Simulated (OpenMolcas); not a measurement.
**O3+: input and output**

Input:

```
&GATEWAY
Coord
1

O 0.0 0.0 0.0
Basis=ANO-RCC-VTZP
Group=XYZ
NoMove
AngMom=0.0 0.0 0.0
AMFI
&SEWARD
&RASSCF
FileOrb=start.orb
Symmetry=2
Spin=4
nActEl=3 0 0
Inactive=1 0
Ras2=1 3
CIRoot=1 1 1
SDav=1
CIMx=300
Iter=120 100
PrWF=0.3
OrbListing=Nothing
MaxOrb=0
Atom
>>> COPY $Project.JobIph JOBPRE
&RASSCF
FileOrb=start.orb
Symmetry=2
Spin=4
nActEl=3 0 0
Inactive=1 0
Ras2=2 6
CIRoot=1 1 1
SDav=26
CIMx=300
Iter=120 100
PrWF=0.3
OrbListing=Nothing
MaxOrb=0
Atom
>>> COPY $Project.JobIph JOB001
&RASSCF
FileOrb=start.orb
Symmetry=2
Spin=2
nActEl=3 0 0
Inactive=1 0
Ras2=2 6
CIRoot=11 11 1
SDav=94
CIMx=300
Iter=120 100
PrWF=0.3
OrbListing=Nothing
MaxOrb=0
Atom
>>> COPY $Project.JobIph JOB002
&RASSCF
FileOrb=start.orb
Symmetry=1
Spin=4
nActEl=3 0 0
Inactive=1 0
Ras2=2 6
CIRoot=3 3 1
SDav=30
CIMx=300
Iter=120 100
PrWF=0.3
OrbListing=Nothing
MaxOrb=0
Atom
>>> COPY $Project.JobIph JOB003
&RASSCF
FileOrb=start.orb
Symmetry=1
Spin=2
nActEl=3 0 0
Inactive=1 0
Ras2=2 6
CIRoot=9 9 1
SDav=74
CIMx=300
Iter=120 100
PrWF=0.3
OrbListing=Nothing
MaxOrb=0
Atom
>>> COPY $Project.JobIph JOB004
&RASSI
NrOfJobIphs=4 1 11 3 9
1
1 2 3 4 5 6 7 8 9 10 11
1 2 3
1 2 3 4 5 6 7 8 9
IphNames
JOB001
JOB002
JOB003
JOB004
EJob
SpinOrbit
DIPRint=1.0
SOCoupling=1000.0
Subsets=2
MEES
Property=10
'ANGMOM' 1 'ANGMOM' 2 'ANGMOM' 3 'MLTPL  1' 1 'MLTPL  1' 2 'MLTPL  1' 3
'AMFI' 1 'AMFI' 2 'AMFI' 3 'MLTPL  2' 6
SOProperty=3
'ANGMOM' 1 'ANGMOM' 2 'ANGMOM' 3
```

A driver script runs the steps one by one and writes start.orb anew before each from the orbitals found so far.

Output, cut to the results:

```
--- SEWARD ---
Basis set label: O.ANO-RCC...4S3P2D1F.

      Electronic valence basis set:
      ------------------
      Associated Effective Charge   8.000000 au
      Associated Actual Charge      8.000000 au
      Nuclear Model: Point charge

      Shell  nPrim  nBasis  Cartesian Spherical Contaminant
         s      14       4        X
         p       9       3        X
         d       4       2                 X
         f       3       1                 X
                  Relativistic Douglas-Kroll-Hess integrals:
                    - DKH order of Hamiltonian: 2
                    - DKH order of Properties : 0
                  Atomic mean-field integrals
--- RASSCF ---
Wave function specifications:
      -----------------------------

      Number of closed shell electrons           2
      Number of electrons in active shells       3
      Max number of holes in RAS1 space          0
      Max nr of electrons in RAS3 space          0
      Number of inactive orbitals                1
      Number of active orbitals                  8
      Number of secondary orbitals              21
      Spin quantum number                      1.5
      State symmetry                             2
Orbital specifications:
      -----------------------

      Symmetry species                           1   2
                                                ag  au
      Frozen orbitals                            0   0
      Inactive orbitals                          1   0
      Active orbitals                            2   6
      RAS1 orbitals                              0   0
      RAS2 orbitals                              2   6
      RAS3 orbitals                              0   0
      Secondary orbitals                        11  10
      Deleted orbitals                           0   0
      Number of basis functions                 14  16
      Number of CSFs                            26
      Number of root(s) required                 1
      Iter CI   SX   CI       RASSCF       Energy    max ROT     max BLB   max BLB  Level Ln srch  Step   QN
          iter iter root      energy       change     param      element    value   shift minimum  type update
 Nr of preliminary CI iterations:   1
 ###############################################################################
 ###############################################################################
 ###                                                                         ###
 ###                                                                         ###
 ###    WARNING: Problems in orbital optimization.                           ###
 ###                                                                         ###
 ###                                                                         ###
 ###############################################################################
 ###############################################################################
  Warning: In symmetry  1, orbital p=   2 has diagonal density matrix element D(p,p) close to zero. D(p,p)=  3.024613E-32
  Warning: In symmetry  1, orbital p=   3 has diagonal density matrix element D(p,p) close to zero. D(p,p)=  3.024613E-32
        ...
 ###############################################################################
  Warning: In symmetry  1, orbital p=   2 has diagonal density matrix element D(p,p) close to zero. D(p,p)=  3.464912E-32
  Warning: In symmetry  1, orbital p=   3 has diagonal density matrix element D(p,p) close to zero. D(p,p)=  3.464912E-32
        4   1    1    1   -70.16400282   -7.11E-14   0.00E+00    1   4 1 -7.49E-09   0.50   0.00    SX    NO
      Convergence after  4 iterations
        5   1    1    1   -70.16400282    7.11E-14   0.00E+00    1   4 1 -7.49E-09   0.50   0.00    SX    NO
      Natural orbitals and occupation numbers for root  1
      sym 1:   0.000000   0.000000
      sym 2:   0.999101   0.999101   0.999101   0.000899   0.000899   0.000899
::    RASSCF root number  1 Total energy:    -70.16400282
--- RASSCF ---
Wave function specifications:
      -----------------------------

      Number of closed shell electrons           2
      Number of electrons in active shells       3
      Max number of holes in RAS1 space          0
      Max nr of electrons in RAS3 space          0
      Number of inactive orbitals                1
      Number of active orbitals                  8
      Number of secondary orbitals              21
...
--- RASSI ---
SPIN-FREE ENERGIES:
  (Shifted by EMIN (a.u.) =        -71.2087533705)

 SF State       Relative EMIN(au)   Rel lowest level(eV)    D:o, cm**(-1)      L_eff

     2             0.0000000000        0.0000000000              0.0000         1.0
     3             0.0000000000        0.0000000000              0.0000         1.0
     4             0.0000000000        0.0000000000              0.0000         1.0
    13             0.3032603297        8.2521339644          66557.9491         1.0
    14             0.3032603297        8.2521339644          66557.9491         1.0
    15             0.3032603297        8.2521339644          66557.9491         1.0
    16             0.6037223517       16.4281220978         132501.7406         2.0
    17             0.6037223517       16.4281220978         132501.7406         2.0
    18             0.6037223517       16.4281220978         132501.7406         2.0
    19             0.6037223517       16.4281220978         132501.7406         2.0
    20             0.6037223517       16.4281220978         132501.7406         2.0
    21             0.7580092865       20.6264834739         166363.8087         0.0
    22             0.8691430628       23.6505875837         190754.8533         1.0
    23             0.8691430628       23.6505875837         190754.8533         1.0
    24             0.8691430628       23.6505875837         190754.8533         1.0
     1             1.0447505486       28.4291107090         229296.2415         0.0
     8             1.2076572264       32.8620272390         265050.1246         2.0
     9             1.2076572264       32.8620272390         265050.1246         2.0
     7             1.2076572264       32.8620272390         265050.1246         2.0
     5             1.2076572264       32.8620272390         265050.1246         2.0
     6             1.2076572264       32.8620272390         265050.1246         2.0
...
```

Levels above the lowest, from the spin-orbit matrix, grouped by J:

```tsv
Configuration	Term	J	E (cm⁻¹)	Measured (cm⁻¹)	g	Term weight %
2s² 2p	²P°	1/2	0.0	0.0	0.666	100
2s² 2p	²P°	3/2	376	386	1.334	100
2s 2p²	⁴P	1/2	66591	71440	2.671	100
2s 2p²	⁴P	3/2	66722	71570	1.735	100
2s 2p²	⁴P	5/2	66938	71756	1.601	100
2s 2p²	²D	3/2	132748	126950	0.800	100
2s 2p²	²D	5/2	132756	126936	1.200	100
2s 2p²	²S	1/2	166614	164366	2.002	100
2s 2p²	²P	1/2	190835	180481	0.666	100
2s 2p²	²P	3/2	191093	180724	1.334	100
2p³	⁴S°	3/2	229546	231538	2.002	100
2p³	²D°	3/2	265296	255185	0.800	100
2p³	²D°	5/2	265303	255156	1.200	100
2p³	²P°	1/2	298751	289015	0.666	100
2p³	²P°	3/2	298784	289024	1.334	100
```

Against the 14 measured excited levels shown (Moore, Selected Tables of Atomic Spectra, NSRDS-NBS 3, section 10) the mean absolute deviation is 6500 cm-1; the largest miss in energy is 2s 2p² ²P_3/2: computed 191093, measured 180724 cm⁻¹ (+5.7 %).

Active for correlation alone: 3p 3s; no level in the range computed is led by a configuration that fills them, so any true level of that kind is missing. Measured partners are found by configuration, term and J. A level has none where our copy of the source lacks it or the pairing is in doubt (some pairs that miss far off the trend of their configuration count as doubtful), and it then counts in no deviation. Levels of configurations outside the active space are missing. The first state left out of the spin-orbit step lies near 450000 cm-1 above the lowest spin-free state of the reference (among the parities and spins computed), and the list stops at four fifths of that energy or lower.

The term weight is that of the spin-free term in the level, not the purity of its configuration. ° marks odd parity.
